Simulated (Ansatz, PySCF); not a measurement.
Gas-phase reaction in SMILES: [As]#[As] -> [As]#[As] as triplet, charge 0
Geometries: B3LYP-D3(BJ)/def2-TZVP minima from Ansatz (a program for electronic structure). Unstable Hartree-Fock reference: [As]#[As]. Markedly spin-contaminated UHF reference, which strains HF, MP2 and, less, CCSD(T): [As]#[As] as triplet, charge 0. High T1 diagnostic, so coupled cluster is less sure: [As]#[As] as triplet, charge 0. A spin state is the lowest found, not a proven ground state.

Wanted: adiabatic triplet-singlet gap (0 K, with B3LYP-D3(BJ) harmonic zero-point energies from PySCF), in kcal/mol. Cores are frozen in the correlated levels unless marked. Open shells are spin-unrestricted. No spin-orbit coupling. The frozen core is the preceding noble-gas configuration, with the filled d and f shells of earlier blocks. Non-relativistic. CBS(X,Y): correlation extrapolated as X^-3; Hartree-Fock from the larger set.

| level | program | adiabatic triplet-singlet gap (kcal/mol) |
|---|---|---|
| BLYP-D3(BJ)/def2-TZVPD | Ansatz + dftd3 | 45.7 |
| r2SCAN0-D4/def2-TZVPD | Ansatz + dftd4 | 40.2 |
| LC-wPBE-D3(BJ)/def2-TZVPD | Ansatz + dftd3 | 37.2 |

**Question.** What does CCSD(T)/CBS(aug-cc-pVTZ,aug-cc-pVQZ) (Ansatz) give?

**Answer.** 47.9 kcal/mol, so LC-wPBE-D3(BJ)/def2-TZVPD differs from it by -10.7 kcal/mol.
